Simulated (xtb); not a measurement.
C$_{4}$HCoO$_{4}$ (SMILES [O+]#[C-]->[CoH](<-[C-]#[O+])(<-[C-]#[O+])<-[C-]#[O+]), singlet, at a GFN2-xTB geometry (such geometries of metal compounds can be far from the true shape); GFN0-xTB in xtb.

Input for xtb:
```
$ xtb mol.xyz --gfn 0 --json

# file mol.xyz
10

Co     0.16866841    -0.21594632     0.06853971
O      2.11576714     0.29848456    -2.06833429
C      1.35421924     0.10880843    -1.24378571
O      0.72658796     0.75338840     2.78353125
C      0.50304980     0.38753436     1.72901993
O     -1.56131369     1.99895132    -0.63445186
C     -0.88158165     1.12868977    -0.35823750
O     -1.88689263    -2.27515241    -0.32693741
C     -1.09826619    -1.46809481    -0.17680757
H      1.02823552    -1.31645086     0.41783143
```

Q: Write the output that xtb gives for this input, abridged.

A: 
```
   ID    Z sym.   atoms
    1   27 Co     1
    2    8 O      2, 4, 6, 8
    3    6 C      3, 5, 7, 9
    4    1 H      10

           -------------------------------------------------
          |                Calculation Setup                |
           -------------------------------------------------

           -------------------------------------------------
          |                 G F N 0 - x T B                 |
           -------------------------------------------------

          ...................................................
          :                      SETUP                      :
          :.................................................:
          :  # basis functions                  44          :
          :  # atomic orbitals                  43          :
          :  # shells                           21          :
          :  # electrons                        50          :
          :  electronic temp.          300.0000000     K    :
          :  accuracy                    1.0000000          :
          :  -> integral cutoff          0.2500000E+02      :
          :  -> integral neglect         0.1000000E-07      :
          ...................................................

         :::::::::::::::::::::::::::::::::::::::::::::::::::::
         ::                     SUMMARY                     ::
         :::::::::::::::::::::::::::::::::::::::::::::::::::::
         :: total energy             -25.959022654677 Eh    ::
         :: gradient norm              0.059002293654 Eh/a0 ::
         :: HOMO-LUMO gap              3.586423110525 eV    ::
         ::.................................................::
         :: H0 energy                -26.032664277975 Eh    ::
         :: repulsion energy           0.299998429518 Eh    ::
         :: electrostat energy        -0.173457776294 Eh    ::
         :: -> Gsolv                   0.000000000000 Eh    ::
         ::    -> Gsasa                0.000000000000 Eh    ::
         ::    -> Gshift               0.000000000000 Eh    ::
         :: dispersion energy         -0.003718635479 Eh    ::
         :: short-range corr.         -0.049180394448 Eh    ::
         :: add. restraining           0.000000000000 Eh    ::
         :: total charge               0.000000000000 e     ::
         :::::::::::::::::::::::::::::::::::::::::::::::::::::

           -------------------------------------------------
          |                Property Printout                |
           -------------------------------------------------

    * Orbital Energies and Occupations

         #    Occupation            Energy/Eh            Energy/eV
      -------------------------------------------------------------
         1        2.0000           -0.7038835             -19.1536
       ...           ...                  ...                  ...
        13        2.0000           -0.5009473             -13.6315
        14        2.0000           -0.4951276             -13.4731
        15        2.0000           -0.4933435             -13.4246
        16        2.0000           -0.4933435             -13.4246
        17        2.0000           -0.4821652             -13.1204
        18        2.0000           -0.4677382             -12.7278
        19        2.0000           -0.4677382             -12.7278
        20        2.0000           -0.4662447             -12.6872
        21        2.0000           -0.4496297             -12.2350
        22        2.0000           -0.4123161             -11.2197
        23        2.0000           -0.4123161             -11.2197
        24        2.0000           -0.3781333             -10.2895
        25        2.0000           -0.3781333             -10.2895 (HOMO)
        26                         -0.2463347              -6.7031 (LUMO)
        27                         -0.2413825              -6.5684
        28                         -0.2325115              -6.3270
        29                         -0.2325115              -6.3270
        30                         -0.2176144              -5.9216
        31                         -0.2176144              -5.9216
        32                         -0.2028573              -5.5200
        33                         -0.2028573              -5.5200
        34                         -0.1331141              -3.6222
        35                         -0.0522902              -1.4229
        36                          0.3983273              10.8390
       ...                                ...                  ...
        43                          1.9885737              54.1118
      -------------------------------------------------------------
                  HL-Gap            0.1317986 Eh            3.5864 eV
             Fermi-level            0.0000000 Eh            0.0000 eV

     #   Z          covCN         q      C6AA      α(0)
     1  27 Co       4.428     0.990   112.786    22.109
     2   8 O        0.856    -0.193    17.898     5.677
     3   6 C        1.735    -0.036    32.868     9.264
     4   8 O        0.856    -0.193    17.898     5.677
     5   6 C        1.735    -0.036    32.868     9.264
     6   8 O        0.856    -0.181    17.693     5.644
     7   6 C        1.739    -0.046    33.131     9.300
     8   8 O        0.856    -0.193    17.898     5.677
     9   6 C        1.735    -0.036    32.868     9.264
    10   1 H        0.910    -0.074     4.740     3.406

 Mol. C6AA /au·bohr⁶  :       2726.436651
 Mol. C8AA /au·bohr⁸  :      92237.231746
 Mol. α(0) /au        :         85.280951

Wiberg/Mayer (AO) data.
largest (>0.10) Wiberg bond orders for each atom

 ---------------------------------------------------------------------------
     #   Z sym  total        # sym  WBO       # sym  WBO       # sym  WBO
 ---------------------------------------------------------------------------
     1  27 Co   5.517 --     7 C    1.041     5 C    1.013     9 C    1.013
                             3 C    1.013    10 H    0.672     6 O    0.193
                             4 O    0.191     8 O    0.191     2 O    0.191
     2   8 O    2.660 --     3 C    2.359     1 Co   0.191
     3   6 C    3.584 --     2 O    2.359     1 Co   1.013
     4   8 O    2.660 --     5 C    2.359     1 Co   0.191
     5   6 C    3.584 --     4 O    2.359     1 Co   1.013
     6   8 O    2.667 --     7 C    2.366     1 Co   0.193
     7   6 C    3.630 --     6 O    2.366     1 Co   1.041
     8   8 O    2.660 --     9 C    2.359     1 Co   0.191
     9   6 C    3.584 --     8 O    2.359     1 Co   1.013
    10   1 H    0.893 --     1 Co   0.672
 ---------------------------------------------------------------------------

Topologies differ in total number of bonds
Writing topology from bond orders to xtbtopo.mol

 dipole moment from electron density (au)
     X       Y       Z
  -0.9268   1.1866  -0.3766  total (Debye):    3.945

           -------------------------------------------------
          | TOTAL ENERGY              -25.959022654677 Eh   |
          | GRADIENT NORM               0.059002293654 Eh/α |
          | HOMO-LUMO GAP               3.586423110525 eV   |
           -------------------------------------------------

normal termination of xtb
```
